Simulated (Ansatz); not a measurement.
Series CXY, Y = chloro, computed as singlets and as triplets. Isolated molecules, 0 K electronic values unless said otherwise. One relaxed conformer stands for each flexible species; it need not be the lowest. Strings in code marks are SMILES.

Quantity: adiabatic spin-state energy, in kcal/mol. The DFT solution of `Cl[C]Cl` and `[CH]Cl` is unstable or spin-contaminated; the geometry comes from it. HF references are unrestricted for open shells and restricted for singlets. The restricted reference of `Cl[C]Cl`, `B[C]Cl` and `[CH]Cl` is unstable towards unrestricted orbitals.

Level 1: frozen-core CCSD(T)/6-31g // PBE0-D3(BJ)/def2-TZVP (Ansatz, an electronic-structure program)
Level 2: CAM-B3LYP/cc-pVTZ // PBE0-D3(BJ)/def2-TZVP (Ansatz)
Level 3: LC-ωPBE/cc-pVTZ // PBE0-D3(BJ)/def2-TZVP (Ansatz)
Level 4: r2SCAN/cc-pVTZ // PBE0-D3(BJ)/def2-TZVP (Ansatz)

```json
[
 {"species": "`B[C]Cl`: multiplicity 3 minus multiplicity 1", "level 1": "2.03", "level 2": "7.72", "level 3": "3.80", "level 4": "5.55"},
 {"species": "`Cl[C]Cl`: multiplicity 3 minus multiplicity 1", "level 1": "10.4", "level 2": "15.3", "level 3": "9.86", "level 4": "12.2"},
 {"species": "`[CH]Cl`: multiplicity 3 minus multiplicity 1", "level 1": "-6.29", "level 2": "1.97", "level 3": "-3.54", "level 4": "-4.30"}
]
```
